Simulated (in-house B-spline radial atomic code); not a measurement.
The numbers below are computed, except where a source is named.
## Two electrons in Si: a Gaussian well −V exp(−r²/w²) with V = 340 meV and w = 10.4 nm

For Si the NSM archive of the Ioffe Institute lists m_l = 0.98 m0, m_t = 0.19 m0 and ε = 11.7; the model takes one isotropic valley with the conductivity mass 3/(1/m_l + 2/m_t) = 0.26 m0, and so misses anisotropy and the other valleys. All triplets below are those of one valley; with several valleys two electrons can form a triplet in the 1s orbital itself, at an energy set by the valley splitting.

Effective-mass model with parabolic bands, a uniform dielectric constant, no image charges, no central-cell or spin-orbit terms. Two-electron levels come from full CI in B-splines with partial waves to l = 5 (up to 0.001 effective hartree above the limit).

What are the effective units, and what is the potential in them?

Ha* = 27211.386 meV × 0.26/11.7² = 51.68 meV and a* = 0.0529177 nm × 11.7/0.26 = 2.381 nm. V = 6.57 Ha* and w = 4.37 a*.

In these units the lowest s and p orbitals lie at -5.375516 and -4.613756, and their Coulomb and exchange integrals are J_ss = 0.698915, J_sp = 0.574739 and K_sp = 0.1132. Full CI gives -10.119862 for the ground singlet, -9.545141 for the sp triplet, -9.368903 for the sp singlet and -8.866237 for the lowest triplet of two s orbitals.

What does it cost to add the second electron, to first order and exactly?

To first order E = 2ε_s + J_ss = -10.052117, so the charging energy E(2) − 2E(1) is J_ss = 36.12 meV. CI gives -10.119862 − 2 × (-5.375516) = 0.631170, or 32.62 meV: relaxation and correlation lower it by 3.501 meV, 9.7 % of J_ss. The s² configuration of one-electron orbitals holds 96.5 % of the state, and the mean radius is 3.32 nm. The second electron is bound by ε_s − E = 245.2 meV, against 277.8 meV for the first.

How far above the singlet do the triplets lie?

To first order the sp triplet lies at ε_s + ε_p + J_sp − K_sp = -9.527763, which is 27.1 meV above 2ε_s + J_ss. CI gives -9.545141 − (-10.119862) = 0.574721, or 29.7 meV, 75 % of the orbital spacing of 39.37 meV. The ss triplet lies 64.79 meV up, so the lower of the two is the sp one, and its gap equals k_BT at 345 K. The sp singlet-triplet splitting is 9.109 meV, against 2K_sp = 11.7 meV.
